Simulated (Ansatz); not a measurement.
Geometry optimisation, Ansatz, UHF/STO-3G.

input.yaml

```yaml
crystal:
  periodic: [false, false, false]
  atoms:
    - { symbol: C, position_ang: [0.3424, -0.6661, 1.9157] }
    - { symbol: Si, position_ang: [1.1221, -0.7276, 0.2593] }
    - { symbol: F, position_ang: [2.2672, 0.3726, 0.2013] }
    - { symbol: C, position_ang: [0.06, -0.375, -1.1861] }
    - { symbol: C, position_ang: [-0.6832, 0.9723, -1.1968] }
    - { symbol: O, position_ang: [-1.7447, 0.9989, -0.2319] }
    - { symbol: H, position_ang: [-0.0736, 0.3848, 2.093] }
    - { symbol: H, position_ang: [-0.5024, -1.3083, 1.9637] }
    - { symbol: H, position_ang: [0.996, -0.839, 2.7554] }
    - { symbol: H, position_ang: [1.7455, -2.0641, 0.1125] }
    - { symbol: H, position_ang: [0.5725, -0.4778, -2.076] }
    - { symbol: H, position_ang: [-0.7582, -1.1639, -1.1927] }
    - { symbol: H, position_ang: [-1.1734, 1.202, -2.1788] }
    - { symbol: H, position_ang: [-0.0144, 1.8022, -0.9238] }
    - { symbol: H, position_ang: [-2.1776, 1.8384, -0.2854] }
magnetization:
  spin_polarized: true
basis:
  gaussian: { orbitals: STO-3G }
hamiltonian:
  xc: hf
relax:
  f_tol: 0.02
  max_steps: 40
output:
  orbitals: {}
```

Launched with:

```bash
$ ansatz run input.yaml --threads 1 --pin off --max-ram 2048MiB --backend cpu --events-out ev --progress --plain --runs-dir out
```

Problem. Where does it end, and by what steps?

Solution. The forces met the threshold. Limits of this set-up: minimal basis. After 15 steps the energy has fallen by 0.661 eV; H15 moved furthest, 0.74 Å.

```csv
step,energy less start (eV),largest force component (eV/Å),accepted
0,0.0000,4.665,yes
1,-0.5854,0.659,yes
2,-0.6253,0.255,yes
3,-0.6318,0.079,yes
4,-0.6374,0.214,yes
5,-0.6411,0.163,yes
6,-0.6477,0.200,yes
7,-0.6497,0.371,yes
8,-0.6542,0.191,yes
9,-0.6565,0.050,yes
10,-0.6588,0.027,yes
11,-0.6578,0.220,no
12,-0.6601,0.071,yes
13,-0.6604,0.090,yes
14,-0.6608,0.031,yes
15,-0.6609,0.006,yes
```

```xyz
15
Properties=species:S:1:pos:R:3
C 0.203 -0.841 1.915
Si 1.102 -0.564 0.314
F 1.968 0.802 0.400
C -0.066 -0.445 -1.141
C -0.684 0.963 -1.298
O -1.219 1.362 -0.027
H -0.517 -0.056 2.101
H -0.331 -1.782 1.897
H 0.890 -0.871 2.750
H 2.008 -1.643 0.090
H 0.449 -0.695 -2.062
H -0.866 -1.167 -1.023
H -1.466 0.949 -2.068
H 0.087 1.668 -1.633
H -1.581 2.270 -0.186
```

Whether the end is a true minimum wasn't checked by a vibrational analysis.

Time of the run: 33 s on 1 thread of Arm Neoverse V2, on a shared host, peak memory 0.14 GiB.
